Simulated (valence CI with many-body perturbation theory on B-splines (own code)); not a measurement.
The numbers below are computed, except where a source is named.
**Nd⁴⁴⁺: magnetic and hyperfine properties of the levels**

Level of theory: relativistic CI+MBPT: six valence electrons over a frozen Dirac-Fock core [Ne], a basis of 9 s, 9 p, 8 d, 6 f, 3 g, 1 h functions for each j, with the one-electron correlation potential Σ1, the two-electron term Σ2, the three-electron term Σ3, Breit, model QED; selected CI, second order for the rest, scaled by the run's own slope (own B-spline code, finite nucleus).

The last digits are not significant, and no measured levels were compared; by estimate large intervals hold to a few tenths of a per cent, small ones and those within an open d or f shell to about a per cent. Among the levels kept, up to 1100 cm⁻¹ of a level comes from second order outside the variational space, and about a tenth of that is noise between levels of different J, which matters for small intervals.

A/g_I is the dipole constant over the nuclear g factor μ/I (μ in nuclear magnetons, uniformly magnetised nucleus), B/Q the quadrupole constant per barn. Both hold the static response of the core; the bare values leave it out. Large factors of s and p1/2 electrons are usually good to 5 to 10 %; those of open d and f shells near neutrality can be off by tens of per cent, and small factors of p3/2, d and f electrons come from cancelling terms and can be off by a factor of two or in sign, in half-filled shells by more. B is blank for J = 1/2, where it vanishes, and for nearly pure S terms. Energies count from the lowest level. Levels with J = 0 are left out.

Levels are named by their leading jj configuration (3d3/2^4 stands for four electrons in 3d with j = 3/2), which in mixed levels can hold well under half, so a name can repeat and another be missing. Letters in brackets count levels of one name in rising energy.

| Level | E (Ry) | g | A/g_I (MHz) | A/g_I bare | B/Q (MHz/b) | B/Q bare |
| --- | --- | --- | --- | --- | --- | --- |
| (3s^2 3p1/2^2 3p3/2^2) J=2 | 0.000 | 1.345 | 98100 | 97900 | 24700 | 24300 |
| (3s^2 3p1/2 3p3/2^3) J=1 | 9.268 | 1.494 | -48400 | -45000 | -94900 | -93400 |
| (3s^2 3p1/2 3p3/2^3) J=2 | 9.836 | 1.139 | 249000 | 245000 | -215000 | -212000 |
| (3s^2 3p1/2^2 3p3/2 3d3/2) J=2 | 13.115 | 1.050 | 76100 | 76600 | -1200 | -1030 |
| (3s^2 3p1/2^2 3p3/2 3d3/2) J=1 | 13.499 | 1.154 | 60300 | 61700 | -75400 | -74900 |
| (3s^2 3p1/2^2 3p3/2 3d3/2) J=3 | 13.582 | 1.130 | 70700 | 71700 | 173000 | 172000 |
| (3s^2 3p1/2^2 3p3/2 3d5/2) J=4 | 15.544 | 1.271 | 47300 | 48400 | 188000 | 187000 |
| (3s^2 3p1/2^2 3p3/2 3d5/2) J=2 | 15.609 | 1.281 | 75600 | 76200 | -124000 | -122000 |
| (3s^2 3p1/2^2 3p3/2 3d5/2) J=3 | 16.936 | 1.168 | 45900 | 46700 | 26300 | 27400 |
| (3s^2 3p1/2^2 3p3/2 3d5/2) J=1 | 17.465 | 1.050 | -44100 | -41000 | 19700 | 20000 |
| (3s 3p1/2^2 3p3/2^3) J=2 | 19.245 | 1.453 | 484000 | 475000 | -170000 | -168000 |
| (3s 3p1/2^2 3p3/2^3) J=1 | 20.384 | 1.168 | -269000 | -259000 | -52000 | -51200 |
| (3s^2 3p1/2 3p3/2^2 3d3/2) J=2 [a] | 21.896 | 1.023 | 145000 | 144000 | -115000 | -114000 |
| (3s^2 3p1/2 3p3/2^2 3d3/2) J=1 [a] | 21.984 | 0.950 | 169000 | 166000 | -34400 | -34300 |
| (3s^2 3p1/2 3p3/2^2 3d3/2) J=3 [a] | 22.330 | 1.095 | 143000 | 142000 | -20100 | -19500 |
| (3s^2 3p1/2 3p3/2^2 3d3/2) J=4 | 22.875 | 1.057 | 155000 | 154000 | 29600 | 30600 |
| (3s^2 3p1/2 3p3/2^2 3d3/2) J=2 [b] | 23.544 | 0.849 | 193000 | 191000 | 106000 | 106000 |
| (3s^2 3p1/2 3p3/2^2 3d5/2) J=3 [a] | 24.012 | 1.352 | -17800 | -15000 | 43500 | 43200 |
| (3s^2 3p1/2 3p3/2^2 3d5/2) J=4 [a] | 24.146 | 1.285 | 379 | 2500 | 91200 | 91600 |
| (3s^2 3p1/2 3p3/2^2 3d3/2) J=3 [b] | 24.522 | 1.149 | 32500 | 33900 | 15400 | 16400 |
| (3s^2 3p1/2 3p3/2^2 3d5/2) J=1 [a] | 24.667 | 1.000 | 248000 | 243000 | 35300 | 34700 |
| (3s^2 3p1/2 3p3/2^2 3d3/2) J=2 [c] | 24.713 | 1.268 | 150000 | 149000 | 5990 | 5080 |
| (3s^2 3p1/2 3p3/2^2 3d5/2) J=4 [b] | 24.827 | 1.177 | 127000 | 126000 | -2000 | -918 |
| (3s^2 3p1/2 3p3/2^2 3d3/2) J=1 [b] | 24.978 | 1.550 | 235000 | 232000 | 16300 | 16300 |
| (3s^2 3p1/2 3p3/2^2 3d5/2) J=5 | 25.032 | 1.192 | 120000 | 119000 | 42500 | 43800 |
| (3s^2 3p1/2 3p3/2^2 3d3/2) J=1 [c] | 25.720 | 0.939 | -127000 | -121000 | -24800 | -23800 |
| (3s^2 3p1/2 3p3/2^2 3d5/2) J=2 [a] | 26.026 | 1.261 | -71100 | -67200 | 161000 | 159000 |
| (3s^2 3p1/2 3p3/2^2 3d5/2) J=3 [b] | 26.436 | 1.124 | 136000 | 135000 | 184000 | 183000 |
| (3s^2 3p1/2 3p3/2^2 3d5/2) J=2 [b] | 26.618 | 1.078 | 108000 | 107000 | 31800 | 32000 |
| (3s^2 3p1/2^2 3d3/2^2) J=2 | 26.725 | 0.732 | 48900 | 50100 | 2580 | 2760 |
| (3s^2 3p1/2 3p3/2^2 3d5/2) J=1 [b] | 26.917 | 1.166 | -91200 | -87100 | 8230 | 8030 |
| (3s^2 3p1/2 3p3/2^2 3d5/2) J=3 [c] | 27.067 | 1.062 | 151000 | 149000 | -129000 | -126000 |
| (3s^2 3p1/2 3p3/2^2 3d5/2) J=2 [c] | 27.492 | 1.216 | 42000 | 42900 | -148000 | -146000 |

(1) Take the isotope of mass number 143, with I = 7/2, μ = -1.065 μN and Q = -0.61 b. What is the hyperfine structure of (3s^2 3p1/2^2 3p3/2 3d5/2) J=2?

Answers

(1) From the table A = -23000 MHz, B = 75600 MHz. Shifts from the centre of gravity in MHz: F = 3/2: 248000, F = 5/2: 156000, F = 7/2: 47400, F = 9/2: -60200, F = 11/2: -142000.
